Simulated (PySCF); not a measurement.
Excitation energy of Be⁺ by level of theory

Be⁺ [He] 2s1 (2S) → Be⁺ [He] 3d1 (2D), as a difference of total energies. Calculation: PySCF 2.14, in aug-cc-pCVTZ-DK with one added diffuse shell each of s, p, d, f type (8s7p5d3f, 75 functions); scalar relativity by spin-free X2C-1e. Correlated levels: valence and next inner shell: nothing frozen. The calculations carry no spin-orbit coupling.

| method | excitation energy (cm⁻¹) |
| --- | --- |
| UHF | 97504 |
| LDA | 95199 |
| PBE | 94693 |
| PBE0 | 95618 |
| r2SCAN | 94626 |
| HSE06 | 95417 |
| M06-L | 87139 |
| LC-wPBE | 99062 |
| TPSS | 94527 |
| MP2 (valence and next inner shell) | 97942 |
| SCS-MP2 (valence and next inner shell) | 97895 |

Errors of the correlated levels include the incompleteness of this basis.

For comparison: 98055 cm⁻¹ (measured; NIST levels, between the centres of gravity of the two terms).
